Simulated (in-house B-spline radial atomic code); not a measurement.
Inner levels of hafnium as electrons are removed. A shift is the extra binding of the orbital against the neutral atom ([Xe] 4f14 5d2 6s2). The density at the nucleus is averaged over the nuclear charge. Computed with a B-spline radial code for spherical atoms: Dirac-Hartree-Fock, average of the configuration, finite nuclei.

```csv
ion,configuration,shift of 2s1/2 (eV),shift of 2p3/2 (eV),shift of 2p1/2 (eV),radius of 2s1/2 (bohr),radius of 2p3/2 (bohr),radius of 2p1/2 (bohr),Σ<r²> (bohr²),change of density at nucleus (bohr⁻³)
Hf50+,[Ar] 3d4,3077.95,3085.67,3099.95,0.079191,0.07323,0.065716,0.54791,-3265.38
Hf51+,[Ar] 3d3,3240.82,3249.17,3265.03,0.079126,0.073149,0.065656,0.50691,-2667.92
Hf52+,[Ar] 3d2,3405.73,3414.75,3432.25,0.079059,0.073066,0.065595,0.46715,-2058.44
Hf53+,[Ar] 3d1,3572.67,3582.4,3601.61,0.078991,0.072981,0.065532,0.42856,-1436.87
Hf54+,[Ne] 3s2 3p6,3741.63,3752.12,3773.1,0.07892,0.072893,0.065467,0.3911,-803.22
Hf55+,[Ne] 3s2 3p5,3899.99,3911.51,3935.33,0.078841,0.072881,0.065457,0.34603,-416.19
Hf56+,[Ne] 3s2 3p4,4059.74,4072.36,4099.07,0.07876,0.072797,0.06539,0.30185,-26.96
Hf57+,[Ne] 3s2 3p3,4220.88,4234.63,4264.31,0.078679,0.072711,0.065321,0.25854,364.39
Hf58+,[Ne] 3s2 3p2,4383.41,4398.33,4431.03,0.078595,0.072624,0.06525,0.21609,757.75
Hf59+,[Ne] 3s2 3p1,4547.33,4563.46,4599.25,0.078511,0.072535,0.065179,0.17446,1153.02
Hf60+,[Ne] 3s2,4712.63,4730.03,4768.96,0.078426,0.072445,0.065106,0.13365,1550.1
Hf61+,[Ne] 3s1,4869.3,4893.49,4935.37,0.078424,0.072363,0.06504,0.092159,-16094.6
Hf62+,[He] 2s2 2p6,5027.05,5058.16,5103.03,0.078373,0.072281,0.064973,0.051342,-34096.5
Hf63+,[He] 2s2 2p5,5321.89,5389.99,5449.09,0.078022,0.071804,0.064573,0.044845,-33294.3
Hf64+,[He] 2s2 2p4,5619.24,5724.97,5798.51,0.077673,0.071335,0.064177,0.038517,-32500.1
Hf65+,[He] 2s2 2p3,5919.1,6063.09,6151.32,0.077325,0.070871,0.063786,0.032353,-31714.8
```
